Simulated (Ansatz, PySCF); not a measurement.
Cd(Me)(SiH3) (CH6CdSi), SMILES [CH3][Cd][SiH3].

Coordinates come from a PBE0-D3(BJ)/def2-SVP optimisation. The structure was generated by enumeration; whether it is a known compound was not checked. The def2 effective core potentials stand for the cores of Cd; spin–orbit coupling is left out.

Vertical ionisation energy (IE) and electron affinity (EA) in eV. Rows of orbital energies are one-electron estimates. Where ΔSCF, EOM or ADC give a negative EA the extra electron is unbound and the value depends on the basis.

```csv
level,IE,EA
"−ε(HOMO), −ε(LUMO), ωB97X/def2-TZVPD (PySCF)",8.97,-0.87
"−ε(HOMO), −ε(LUMO), PBE/def2-TZVPD (PySCF)",…,…
"ΔSCF, CAM-B3LYP/def2-SVPD (Ansatz), final states of multiplicity 2 and 2",8.81,-0.65
"ΔSCF, PBE/def2-SVPD (Ansatz), final states of multiplicity 2 and 2",8.57,-0.57
```

Task: Some entries are withheld; supply them. (An estimate is asked for; the answer gives what the named calculation found.)

Result: 
- −ε(HOMO), −ε(LUMO), PBE/def2-TZVPD (PySCF), IE: 5.82
- −ε(HOMO), −ε(LUMO), PBE/def2-TZVPD (PySCF), EA: 1.51

Task: What vertical singlet–triplet gap does ΔSCF give with CAM-B3LYP/def2-SVPD (Ansatz, a first-principles code) and with PBE/def2-SVPD (Ansatz)? (An estimate is asked for; the answer gives what the named calculation found.)

Result: 4.57 and 4.24 eV (triplet above singlet where positive).
